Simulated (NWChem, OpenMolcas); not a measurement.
**How basis sets differ on SnSiH4OF (SMILES [F][SnH][O][SiH3])**

The species is SnSiH4OF (8 atoms), meant as a doublet with charge 0. As SMILES, `[F][SnH][O][SiH3]`. The shape is that of a PBE0-D4/def2-TZVP optimisation. This is one conformer, not always the lowest.

```
atom    x (Å)    y (Å)    z (Å)
   F  -1.6073   1.7317   1.0203
  Sn  -0.4207   1.8745  -0.4935
   O   0.2100   0.0393  -0.6944
  Si   0.7138  -1.1827   0.2769
   H  -1.4357   2.1763  -1.8771
   H   1.7291  -1.9821  -0.4567
   H  -0.4272  -2.0613   0.6436
   H   1.3303  -0.6529   1.5250
```

Quantity: the dipole moment, in D. The values are calculated.

```csv
level,kind,program,value (D),CPU time
ROHF/ANO-RCC-MB (DKH2),Hartree–Fock,OpenMolcas,2.78,6 s
UHF/STO-3G,Hartree–Fock,NWChem,2.24,10 s
UHF/3-21G,Hartree–Fock,OpenMolcas,3.11,5.8 s
UHF/def2-SVP (core potential),Hartree–Fock,NWChem,3.22,27 s
```

All-electron rows without a relativistic Hamiltonian named are non-relativistic, while core potentials hold scalar relativity, so basis and relativity change together. The values span 2.24 to 3.22 D. Magnitudes only. Sets without polarisation functions give poor dipoles. CPU times are rough (shared hosts, several kinds of processor and program).
